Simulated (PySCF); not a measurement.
**Calculated NMR data**

Non-relativistic Hamiltonian, fast rotation and ring inversion assumed for equivalent nuclei, one computed conformer, isolated molecule. GIAO PBE0/pcSseg-1 shieldings; geometry from GFN2-xTB; PySCF.

Referencing at the same level of theory: $^{1}$H (σref 31.72) and $^{13}$C (σref 186.93) against TMS. Splittings of carbon signals by F and P are missing where no couplings were computed. Where no couplings were computed, multiplicities follow the n + 1 count of equivalent neighbours, and m marks all less simple cases (inequivalent or close neighbours, rings, F or P nearby). Shifts are as computed. Against solution values, carbons near 30 ppm lie about +3 ppm off and those near 130 ppm about +5 ppm. Of 1211 compounds with measured shifts, 218 miss one by over three times the rms of a fit or turn the order of signals round; such compounds aren't used in these exercises.

Compound 1 (C$_{7}$H$_{13}$PSi). $^{1}$H NMR (400 MHz, computed): δ 6.28 (m, 2H), 6.03 (m, 2H), 4.49 (m, 1H), 3.10 (m, 2H), 0.17 (m, 6H). $^{13}$C{$^{1}$H} NMR (computed): δ 134.1, 128.8, 32.4, -5.3. Structure: `InChI=1S/C7H13PSi/c1-9(2)8-6-4-3-5-7-8/h4-7,9H,3H2,1-2H3`.

Compound 2 (C$_{4}$H$_{8}$F$_{2}$O$_{2}$). $^{1}$H NMR (400 MHz, computed): δ 4.23 (q, 2H), 3.79 (s, 3H), 1.44 (t, 3H). $^{13}$C{$^{1}$H} NMR (computed): δ 133.0 (C), 67.1 (CH2), 55.3 (CH3), 19.0 (CH3). Structure: SMILES CCOC(F)(F)OC.
